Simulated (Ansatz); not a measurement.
`N[Si](N)(O)F`. Total charge 0; spin multiplicity 1. Geometry: relaxed with PBE0-D4/def2-TZVP. It is one conformer, not always the lowest.

```xyz
10

N    -0.949   -1.006    0.721
Si    0.271    0.014    0.164
N    -0.425    1.253   -0.759
O     1.346   -1.006   -0.533
F     1.099    0.824    1.273
H    -1.824   -0.651    1.063
H    -0.761   -1.949    1.011
H    -0.018    2.172   -0.790
H    -0.993    1.056   -1.564
H     2.253   -0.706   -0.586
```

What is the dipole moment at ωB97M-V/def2-TZVPP? (Estimate.)

Computed: 1.10 D, with components (-0.56, 0.34, -0.89) D in this frame, pointing from negative to positive charge.

And with PBE, r2SCAN, B3LYP? (Best estimate.)

Computed: PBE 1.10 D, r2SCAN 1.11 D, B3LYP 1.12 D.

Give the Mulliken charges with ωB97M-V, B3LYP, PBE in def2-TZVPP. (An estimate is asked.)

Computed: 
```
atom  ωB97M-V  B3LYP    PBE
  N1    -0.36  -0.41  -0.39
 Si2     0.77   0.78   0.62
  N3    -0.36  -0.40  -0.39
  O4    -0.38  -0.40  -0.36
  F5    -0.33  -0.34  -0.30
  H6     0.12   0.14   0.16
  H7     0.12   0.15   0.16
  H8     0.12   0.14   0.16
  H9     0.12   0.14   0.15
 H10     0.18   0.19   0.19
```

B3LYP here is the variant with VWN-RPA as its local correlation; programs differ in this.
